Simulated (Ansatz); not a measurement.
Pd4S3. Charge 0, multiplicity 1. Geometry r2SCAN-D4/def2-SVP, basis def2-TZVP, Ansatz.

```xyz
7

Pd    0.864   -1.174   -1.223
Pd    0.463   -0.851    1.638
Pd    1.260    1.426    0.015
Pd   -1.523    0.352   -0.253
S    -0.837   -1.892    0.096
S    -0.356    1.265    1.601
S     0.130    0.873   -1.874
```

```tsv
run	HOMO (eV)	LUMO (eV)
A	-6.03	-3.90
B	-5.18	-4.54
C	-6.14	-3.91
D	-5.65	-4.26
E	-5.35	-4.83
F	-5.08	-4.55
```

In the def2 sets Pd takes a core potential; there is no spin–orbit coupling. HSE06 is defined as in plane-wave codes, on full-range PBE exchange. No other spin state of charge 0 was run. The structure comes from a short search, and lower isomers may exist.

Task: The runs used HSE06, LDA (SPW92), PBE, PBE0, r2SCAN, r2SCAN0. Estimate which is which.

Result: A PBE0 (25 % exact exchange); B r2SCAN (0 % exact exchange); C r2SCAN0 (25 % exact exchange); D HSE06 (range-separated); E LDA (SPW92) (0 % exact exchange); F PBE (0 % exact exchange). Exact exchange lowers occupied and raises empty levels; among semilocal functionals meta-GGAs tend to open the gap a little, and such runs are hard to tell apart. The gap grows from 0.51 eV (LDA (SPW92)) to 2.23 eV (r2SCAN0). The restricted singlet is unstable towards broken spin symmetry in Hartree–Fock (as tested in another run); at PBE0-D4/def2-TZVP, r2SCAN-D4/def2-TZVP, r2SCAN0-D4/def2-TZVP, HSE06-D4/def2-TZVP and others this wasn't settled. This restricted singlet of an open-shell metal (gap down to 0.52 eV) wasn't tested against broken symmetry.
